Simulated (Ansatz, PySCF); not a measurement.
Pulling on the O3–H4 bond in GaH3O2 (SMILES [OH][GaH][OH]) (multiplicity 1 held, fragments rigid). Energies count from the point at 0.963 Å.
Geometry at that point (charge 0, multiplicity 1):
| atom | x (Å) | y (Å) | z (Å) |
|---|---|---|---|
| Ga | -0.2440 | -0.1775 | -0.1512 |
| H | -1.3542 | -1.0163 | -0.8271 |
| O | 0.0204 | 1.5378 | -0.5766 |
| H | 0.7423 | 1.9403 | -0.0819 |
| O | 0.9023 | -0.7560 | 1.1056 |
| H | 0.7953 | -1.6758 | 1.3651 |

Unrestricted levels (U-) break spin symmetry where that is lower. Active spaces are followed from a long bond inwards. Left out are points that failed, MP2 points that dive below the minimum, coupled-cluster points behind a jump of the amplitudes or a sharp parting from full CI or MRCI, small-basis points behind a change of solution, and semi-empirical points at long bonds. Levels need not reach the same state.

Frozen-core correlation. Filled d and f shells under p-block atoms count as core. Rows in LANL2DZ carry no dispersion term and start afresh at each structure. LANL2DZ brings its own core potentials from Na on.

The values were computed with Ansatz (a program for electronic structure) with Gaussian orbitals; PySCF for LANL2DZ rows. Values without a source in brackets are computed.

Energies in kcal/mol.

| R (Å) | R-BP86/LANL2DZ | U-B3LYP/LANL2DZ | U-SCS-MP2/cc-pVTZ | U-CCSD/cc-pVTZ | FIC-NEVPT4(SD) on CASSCF(4,3)/cc-pVTZ | FIC-MRCISD+Q on CASSCF(4,3)/cc-pVTZ |
|---|---|---|---|---|---|---|
| 0.771 | 43.5 | 41.3 | 35.3 | 34.5 | 34.9 | 34.1 |
| 0.867 | 10.3 | 9.2 | 6.7 | 6.3 | 6.7 | 6.3 |
| 0.963 | 0.0 | 0.0 | 0.0 | 0.0 | 0.0 | 0.0 |
| 1.060 | 1.8 | 2.8 | 4.8 | 5.1 | 4.8 | 5.0 |
| 1.156 | 9.7 | 11.8 | 15.3 | 15.9 | 15.3 | 15.7 |
| 1.300 | 26.4 | 29.9 | 35.2 | 36.2 | 35.3 | 35.7 |
| 1.445 | 44.5 | 49.2 | 71.4 | 57.1 | 55.5 | 55.8 |
| 1.686 | 72.2 | 78.9 | 108.4 | 87.7 | 83.8 | 83.7 |
| 1.927 | 94.7 | 97.9 | 120.1 | 108.1 | 102.7 | 102.2 |
| 2.216 | 114.9 | 108.7 | 124.6 | 118.1 | 114.9 | 114.0 |
| 2.601 | 132.5 | 114.5 | 126.2 | 121.2 | 121.1 | 120.0 |
| 3.082 | left out | 116.8 | 126.7 | 121.9 | 123.1 | 121.9 |

Doubts at one or more of the structures used: a spin-contaminated determinant (U-B3LYP/LANL2DZ, U-SCS-MP2/cc-pVTZ, U-CCSD/cc-pVTZ); T1 above 0.05 (U-CCSD/cc-pVTZ); the program's own flag: other amplitudes (U-CCSD/cc-pVTZ); active orbitals that take no part (FIC-NEVPT4(SD) on CASSCF(4,3)/cc-pVTZ, FIC-MRCISD+Q on CASSCF(4,3)/cc-pVTZ).
